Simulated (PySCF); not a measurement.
# Simulated absorption spectrum

[Ag(OH)4]- (charge -1 and singlet state).
SMILES: `[OH][Ag-]([OH])([OH])[OH]`

Method used: TDDFT wB97X-D/def2-SVPD, vertical, gas phase, core orbitals frozen in the response, def2 core potentials past Kr (PySCF 2.14.0, density-fitted response routines). Isolated species at its PBE0-D3(BJ)/def2-SVP geometry, gas phase. Spin–orbit coupling is left out.

Computed states:

```csv
state,E (eV),f
S1,2.82,0.0000
S2,2.83,0.0000
S3,3.53,0.0010
S4,4.36,0.0000
S5,4.40,0.0000
S6,4.57,0.0000
S7,5.21,0.372
S8,5.21,0.371
S9,6.01,0.0000
S10,6.01,0.0000
```

Broadening: Gaussians 0.25 eV wide at half height, area fixed by f = 4.319×10⁻⁹ ∫ε dν̃. The width is an assumption, not a result. The curve ends short of the highest state used, and states not computed would add to its high-energy end.

Task: Give the broadened spectrum and its maxima.

Result: 
E (eV), ε (L mol⁻¹ cm⁻¹) and a bar:
```
     2.45          0 
     2.52          0 
     2.59          0 
     2.66          0 
     2.72          0 
     2.79          0 
     2.86          0 
     2.93          0 
     3.00          0 
     3.07          0 
     3.14          0 
     3.21          1 
     3.27          5 
     3.34         20 
     3.41         53 
     3.48         91 
     3.55        102 
     3.62         74 
     3.69         35 
     3.76         11 
     3.83          2 
     3.89          0 
     3.96          0 
     4.03          0 
     4.10          0 
     4.17          0 
     4.24          0 
     4.31          0 
     4.38          0 
     4.44          1 
     4.51          1 
     4.58          1 
     4.65          1 
     4.72          2 
     4.79         33 
     4.86        355 
     4.93       2503 #
     4.99       9440 ####
     5.06      29685 ###########
     5.13      60459 #######################
     5.20      79757 ##############################
     5.27      68149 ##########################
     5.34      37716 ##############
     5.41      13520 #####
```

Maxima: 351 nm (3.53 eV), ε about 100, made up of S3 (100%); 238 nm (5.21 eV), ε about 80000, made up of S7 (50%) and S8 (50%) (ε in L mol⁻¹ cm⁻¹; maxima over ε = 5, shares over 10%).

Task: What would ε be at 5.21 eV, the highest of these maxima, with half the width (0.125 eV)?

Result: About 160000 L mol⁻¹ cm⁻¹ against 80100, a factor of about 2.00; a lone state at its own centre would give exactly 2.

Task: Does any computed singlet lie in the visible range?

Result: 2 computed singlets (S1 to S2) lie in the visible range (380 to 750 nm), S1 for one at 439 nm, dark in the vertical dipole picture (f under 0.0005); light of that wavelength is blue, and its complementary colour is yellow; a Tamm–Dancoff triplet lies at 521 nm, without intensity as long as spin–orbit coupling is left out.

Task: Coming from long wavelengths, where does ε first pass 100 L mol⁻¹ cm⁻¹?

Result: At about 354 nm (3.51 eV), 0.68 eV above S1.

No detachment energy is given for this anion; states above it aren't bound, and a finite basis only mimics them.

The run took 23 s wall on Arm Neoverse V1, one thread, no GPU, shared host.
